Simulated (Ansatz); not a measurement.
`FBC[SiH3]` + `N[Si]Cl` → `FB(Cl)C[SiH3]` + `N[SiH]`  (redistribution)

Program: Ansatz. Geometries: PBE0-D4/def2-TZVP. ΔE: electronic, gas phase. CCSD(T)/CBS is the MP2 limit (def2-TZVPP, def2-QZVPP) plus CCSD(T) − MP2 in def2-TZVPP, frozen cores. This one scheme is used for every species. Functionals use def2-TZVPP. Each species was taken in one conformer, which may not be the lowest.

| level | ΔE (eV) |
| --- | --- |
| PBE-D4 | 0.47 |
| ωB97X-V | 0.47 |
| B2PLYP | 0.51 |
| PBE0 | 0.48 |
| SCS-MP2/def2-TZVPP | 0.46 |
| HF/CBS(def2) | 0.53 |
| MP2/CBS(def2) | 0.53 |
| CCSD/CBS(def2) | 0.50 |

(1) What does CCSD(T)/CBS give? (Best estimate.)

Largest T1 diagnostic among the species: 0.015.

## Answers

(1) Computed: +0.49 eV. The listed levels differ from it by -0.02, -0.02, 0.02, -0.01, -0.03, 0.04, 0.04, 0.01 eV.

In def2-TZVPP, CCSD(T) changes the Hartree–Fock value by −0.10 eV (the triples alone add −0.01 eV) and MP2 by −0.06 eV.
